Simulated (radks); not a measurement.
Problem. The mean radii <r> (bohr) of the occupied orbitals of an atom or ion are listed with their occupations. Method: scalar-relativistic Kohn-Sham, r2SCAN, spin-polarised, spherical densities, finite nucleus; meta-GGA in the generalised Kohn-Sham scheme; Fermi nuclear charge, rms radius of each element as measured or else 0.836 A^(1/3) + 0.57 fm; computed with a radial shooting solver on a logarithmic mesh with Libxc functionals.

| orbital | occ. | <r> |
|---|---|---|
| 1s up | 1 | 0.03610 |
| 1s down | 1 | 0.03610 |
| 2s up | 1 | 0.1579 |
| 2s down | 1 | 0.1579 |
| 2p up | 3 | 0.1377 |
| 2p down | 3 | 0.1377 |
| 3s up | 1 | 0.4416 |
| 3s down | 1 | 0.4416 |
| 3p up | 3 | 0.4444 |
| 3p down | 3 | 0.4443 |
| 3d up | 5 | 0.4315 |
| 3d down | 5 | 0.4312 |
| 4s up | 1 | 1.108 |
| 4s down | 1 | 1.109 |
| 4p up | 3 | 1.197 |
| 4p down | 2 | 1.200 |

Name the element and its charge. Open shells, if any, are filled with parallel spins first.

Solution. Z = 41, niobium, charge +6: Nb6+ in [Ar] 3d10 4s2 4p5. The 1s radius gives Z: for a bare nucleus <r> = (2 gamma + 1)/(2Z) with gamma = sqrt(1 - (Z/c)^2), 0.03547 bohr for Z = 41, and screening makes it slightly larger (0.03610 here). The occupations add up to 35, and the charge is Z minus that.
